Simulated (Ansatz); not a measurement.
Species: GeCl2, charge 0, singlet. GeCl2 (SMILES [Cl][Ge][Cl]).
B3LYP-D3(BJ)/def2-TZVP minimum from Ansatz (a program for electronic structure):
```xyz
3

Ge    -0.0079     0.0041     0.7266
Cl     1.0991     1.2918    -0.6793
Cl    -1.0842    -1.2996    -0.6884
```
Charge 0, spin multiplicity 1.

Total energies in def2-SVP, 18 correlated electrons, 24 frozen orbitals. Open shells are spin-unrestricted; no spin-orbit coupling. Cores are frozen in correlated methods (noble-gas shells, and filled d and f shells in the p block). No relativity.

```csv
method,program,energy (Eh),minus CCSDT(Q) (mEh)
HF,Ansatz,-2993.89791,380.40
MP2,Ansatz,-2994.23378,44.53
CCSD,Ansatz,-2994.26646,11.85
CCSD(T),Ansatz,-2994.27643,1.88
CCSDT(Q),Ansatz,-2994.27831,0.00
```

Rough core times of Ansatz's runs on a shared machine: CCSD(T) under 20 s, CCSDT(Q) 70 s.
